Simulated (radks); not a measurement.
Values are calculated unless marked as measured or tabulated.
Q: The mean radii <r> (bohr) of the occupied orbitals of an atom or ion are listed with their occupations. Code: a radial shooting solver on a logarithmic mesh with Libxc functionals. Model: scalar-relativistic Kohn-Sham, r2SCAN, spin-polarised, spherical densities, finite nucleus; meta-GGA in the generalised Kohn-Sham scheme; Fermi nuclear charge, rms radius of each element as measured or else 0.836 A^(1/3) + 0.57 fm.

| orbital | occ. | <r> |
|---|---|---|
| 1s up | 1 | 0.02972 |
| 1s down | 1 | 0.02972 |
| 2s up | 1 | 0.1284 |
| 2s down | 1 | 0.1284 |
| 2p up | 3 | 0.1121 |
| 2p down | 3 | 0.1121 |
| 3s up | 1 | 0.3456 |
| 3s down | 1 | 0.3456 |
| 3p up | 3 | 0.3437 |
| 3p down | 3 | 0.3436 |
| 3d up | 5 | 0.3199 |
| 3d down | 5 | 0.3196 |
| 4s up | 1 | 0.7702 |
| 4s down | 1 | 0.7713 |
| 4p up | 3 | 0.8013 |
| 4p down | 1 | 0.8028 |

Name the element and its charge. Open shells, if any, are filled with parallel spins first.

A: Z = 49, indium, charge +15: In15+ in [Ar] 3d10 4s2 4p4. The 1s radius gives Z: for a bare nucleus <r> = (2 gamma + 1)/(2Z) with gamma = sqrt(1 - (Z/c)^2), 0.02926 bohr for Z = 49, and screening makes it slightly larger (0.02972 here). The occupations add up to 34, and the charge is Z minus that.
